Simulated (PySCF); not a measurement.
## Ge: excitation energy

Ge [Ar] 3d10 4s2 4p2 (3P) → Ge [Ar] 3d10 4s1 4p2 5s1 (5P), as a difference of total energies. All numbers are calculated (PySCF 2.14, scalar relativity through the core potential, in aug-cc-pwCVDZ-PP with ECP10MDF). Correlated levels: valence and next inner shell: nothing frozen outside the core potential. The calculations carry no spin-orbit coupling.

```
                                method  excitation energy (eV)
                                   UHF                   9.303
    MP2 (valence and next inner shell)                  10.666
SCS-MP2 (valence and next inner shell)                  10.856
   CCSD (valence and next inner shell)                  10.717
CCSD(T) (valence and next inner shell)                  10.784
```

Q: How much does correlation contribute at CCSD(T) (valence and next inner shell)?

A: 10.784 − (9.303) = 1.481 eV, measured against UHF.

The upper state lies above the first ionisation limit, but in LS coupling its spin forbids autoionisation to the ground ion. A Rydberg-like electron needs more diffuse functions than a valence basis has.

The promoted electron is Rydberg-like, and one or two diffuse shells describe it only roughly, which tends to raise the upper state.
